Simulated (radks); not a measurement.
Results of a calculation; reference values are marked as such.
Q: Os, 76 electrons, occupied as [Xe] 4f14 5d6 6s2. Level of theory: Dirac Kohn-Sham, LDA (Slater exchange, Perdew-Wang correlation), spin-unpolarised, spherical densities, point nucleus; open shells are shared between the two j in proportion to 2j + 1; speed of light set to 102.777 atomic units (0.75 times the physical value, a model run) (a radial shooting solver on a logarithmic mesh with Libxc functionals). Some entries of the table are withheld. Estimate them.

orbital  occ.  eigenvalue (hartree)  <1/r> (bohr^-1)
1s1/2       2             -2971.900            111.5
2s1/2       2             -543.7952            28.37
2p1/2       2             -519.0000            28.15
2p3/2       4             -395.7496            18.75
3s1/2       2             -127.1999            9.837
3p1/2       2             -116.6873            9.684
3p3/2       4             -89.51005            7.264
3d3/2       4             -73.94739            7.135
3d5/2       6             -69.19182            6.717
4s1/2       2                   (1)            4.004
4p1/2       2             -23.22686            3.863
4p3/2       4             -16.71308            3.046
4d3/2       4             -10.38353            2.821
4d5/2       6              -9.41981            2.673
5s1/2       2              -4.15406            1.544
5p1/2       2              -2.77813            1.397
5p3/2       4              -1.73613            1.114
4f5/2       6                   (2)            2.224
4f7/2       8                   (3)            2.166
6s1/2       2              -0.30022           0.4922
5d3/2     2.4              -0.23082           0.7456
5d5/2     3.6              -0.16588           0.6828
6p1/2       0              -0.08853           0.3545
6p3/2       0              -0.03692           0.2638
7s1/2       0              -0.00181          0.09787

A: 
(1) 4s1/2 eigenvalue (hartree): -27.57417
(2) 4f5/2 eigenvalue (hartree): -1.67865
(3) 4f7/2 eigenvalue (hartree): -1.50739
